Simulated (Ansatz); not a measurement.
System: InCl3, net charge 0, singlet state. 
Coordinates optimised at B3LYP-D3(BJ)/def2-TZVP (Ansatz, a quantum-chemistry and plane-wave program):
```xyz
4

In     0.0000     0.0000     0.0000
Cl     2.2440    -0.2968    -0.4832
Cl    -0.9240    -1.0046     1.8692
Cl    -1.3200     1.3014    -1.3860
```
Charge 0, spin multiplicity 1.

Basis-set convergence of Hartree-Fock and CCSD(T) correlation energies (hartree) with Ansatz. Correlated levels leave the core frozen unless marked. Spin-orbit coupling is left out. The frozen core is the preceding noble-gas configuration, with the filled d and f shells of earlier blocks. In def2 rows, elements after Kr have scalar-relativistic effective core potentials.

```json
[
 {"basis": "def2-SVPD", "functions": "113", "E(HF)": "-1567.45824", "E(corr, CCSD(T))": "-0.53221"},
 {"basis": "def2-TZVPPD", "functions": "209", "E(HF)": "-1567.92034", "E(corr, CCSD(T))": "-0.70242"},
 {"basis": "def2-QZVPPD", "functions": "325", "E(HF)": "-1567.95909", "E(corr, CCSD(T))": "-0.76432"}
]
```

Extrapolating the two largest sets (X = 3 and 4) as X^-3: E(corr) = (64·(-0.76432) - 27·(-0.70242))/37 = -0.8095 Eh, an estimate of the basis-set limit. The largest set recovers 94.4 % of it, the smallest 65.7 %.
